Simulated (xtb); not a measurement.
chloroform (CHCl₃), singlet, from a rough starting geometry; GFN2-xTB (xtb 6.7.1).

xtb was given this input:
```
$ xtb mol.xyz --gfn 2 --opt vtight --json

# file mol.xyz
5

C      0.02637168     0.00962157     0.07584004
H     -0.00696277     0.04901385     1.21494156
Cl     0.02519278     1.68338991    -0.45917461
Cl     1.49222013    -0.86146836    -0.45030875
Cl    -1.47753332    -0.85005144    -0.44379836
```

Task: Write the output that xtb gives for this input, abridged.

Result: 
```
   ID    Z sym.   atoms
    1    6 C      1
    2    1 H      2
    3   17 Cl     3-5

           -------------------------------------------------
          |                Calculation Setup                |
           -------------------------------------------------

           -------------------------------------------------
          |                 G F N 2 - x T B                 |
           -------------------------------------------------

          ...................................................
          :                      SETUP                      :
          :.................................................:
          :  # basis functions                  35          :
          :  # atomic orbitals                  32          :
          :  # shells                           12          :
          :  # electrons                        26          :
          :  max. iterations                   250          :
          :  Hamiltonian                  GFN2-xTB          :
          :  restarted?                      false          :
          :  GBSA solvation                  false          :
          :  PC potential                    false          :
          :  electronic temp.          300.0000000     K    :
          :  accuracy                    1.0000000          :
          :  -> integral cutoff          0.2500000E+02      :
          :  -> integral neglect         0.1000000E-07      :
          :  -> SCF convergence          0.1000000E-05 Eh   :
          :  -> wf. convergence          0.1000000E-03 e    :
          :  Broyden damping             0.4000000          :
          :  net charge                          0          :
          :  unpaired electrons                  0          :
          ...................................................

 iter      E             dE          RMSdq      gap      omega  full diag
   1    -16.2436385 -0.162436E+02  0.576E+00    5.79       0.0  T
   2    -16.2868383 -0.431998E-01  0.458E+00    5.14       1.0  T
   3    -16.3027615 -0.159231E-01  0.235E+00    5.36       1.0  T
   4    -16.3031618 -0.400315E-03  0.175E-01    5.29       1.0  T
   5    -16.3032182 -0.563793E-04  0.930E-02    5.30       1.0  T
   6    -16.3032292 -0.110311E-04  0.427E-02    5.29       1.0  T
   7    -16.3032336 -0.435277E-05  0.229E-02    5.29       2.0  T
   8    -16.3032348 -0.124714E-05  0.178E-02    5.29       2.5  T
   9    -16.3032357 -0.903292E-06  0.112E-02    5.29       4.0  T
[...]
         :: total energy             -16.280652062209 Eh    ::
 * total energy  :   -16.2806521 Eh     change       -0.3630873E-11 Eh
 * total energy  :   -16.2826555 Eh     change       -0.2003469E-02 Eh
 * total energy  :   -16.2829630 Eh     change       -0.3074604E-03 Eh
 * total energy  :   -16.2830179 Eh     change       -0.5487270E-04 Eh
 * total energy  :   -16.2830428 Eh     change       -0.2495966E-04 Eh
 * total energy  :   -16.2830539 Eh     change       -0.1106916E-04 Eh
 * total energy  :   -16.2830547 Eh     change       -0.8251318E-06 Eh
 * total energy  :   -16.2830550 Eh     change       -0.2321861E-06 Eh
 * total energy  :   -16.2830550 Eh     change       -0.3399890E-07 Eh
   *** GEOMETRY OPTIMIZATION CONVERGED AFTER 9 ITERATIONS ***
         :: total energy             -16.283054984286 Eh    ::
[...]
       ...                                ...                  ...
        32                          0.1419578               3.8629
      -------------------------------------------------------------
                  HL-Gap            0.2069379 Eh            5.6311 eV
             Fermi-level           -0.3467448 Eh           -9.4354 eV

     #   Z          covCN         q      C6AA      α(0)
     1   6 C        3.590     0.191    18.136     6.171
     2   1 H        0.925     0.116     1.648     2.007
     3  17 Cl       1.176    -0.102   102.363    15.479
     4  17 Cl       1.176    -0.102   102.366    15.479
     5  17 Cl       1.176    -0.102   102.365    15.479

 Mol. C6AA /au·bohr⁶  :       1287.775998
 Mol. C8AA /au·bohr⁸  :      49896.914010
 Mol. α(0) /au        :         54.615765

Wiberg/Mayer (AO) data.
largest (>0.10) Wiberg bond orders for each atom

 ---------------------------------------------------------------------------
     #   Z sym  total        # sym  WBO       # sym  WBO       # sym  WBO
 ---------------------------------------------------------------------------
     1   6 C    3.924 --     3 Cl   0.987     5 Cl   0.987     4 Cl   0.987
                             2 H    0.964
     2   1 H    0.987 --     1 C    0.964
     3  17 Cl   1.087 --     1 C    0.987
     4  17 Cl   1.087 --     1 C    0.987
     5  17 Cl   1.087 --     1 C    0.987
 ---------------------------------------------------------------------------

Topologies differ in total number of bonds
Writing topology from bond orders to xtbtopo.mol

molecular dipole:
                 x           y           z       tot (Debye)
 q only:       -0.001       0.009       0.568
   full:       -0.001       0.007       0.473       1.203
molecular quadrupole (traceless):
                xx          xy          yy          xz          yz          zz
 q only:       -0.957       0.000      -0.955       0.013       0.052       1.912
  q+dip:       -1.622      -0.001      -1.622       0.005       0.081       3.244
   full:       -1.064      -0.000      -1.063       0.009       0.056       2.127

optimized geometry written to: xtbopt.xyz

           -------------------------------------------------
          | TOTAL ENERGY              -16.283054984286 Eh   |
          | GRADIENT NORM               0.000056847594 Eh/α |
          | HOMO-LUMO GAP               5.631067902640 eV   |
           -------------------------------------------------

normal termination of xtb
```
